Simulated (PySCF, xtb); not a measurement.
CH₃BrSe, SMILES C[Se]Br.

The structure is a stationary point at B3LYP-D3(BJ)/def2-SVP.

Level of theory: PySCF with C-PCM-M06-2X/def2-SVP.

The values are the electrostatic part of the solvation free energy, E(continuum) − E(gas) at the gas-phase geometry, in a cavity of scaled van der Waals radii (PySCF's table); cavitation and dispersion terms are not included. In vacuum the orbital gap is 6.16 eV. The dipole moment in vacuum is 2.27 D.

Q: Estimate the values in water (ε = 78.36), dimethylsulfoxide (ε = 46.83), methanol (ε = 32.61). (Estimate from the structure and the level; the computed values follow.)

A: 
```json
[
 {"solvent": "water", "ε": "78.36", "ΔG(elec) (kcal/mol)": "-3.2", "dipole (D)": "3.09", "gap (eV)": "6.25"},
 {"solvent": "dimethylsulfoxide", "ε": "46.83", "ΔG(elec) (kcal/mol)": "-3.2", "dipole (D)": "3.08", "gap (eV)": "6.25"},
 {"solvent": "methanol", "ε": "32.61", "ΔG(elec) (kcal/mol)": "-3.1", "dipole (D)": "3.07", "gap (eV)": "6.24"}
]
```

For comparison, GFN2-xTB/ALPB(water) (xtb, at the GFN2-xTB geometry, all terms of that model) gives -0.7 kcal/mol.
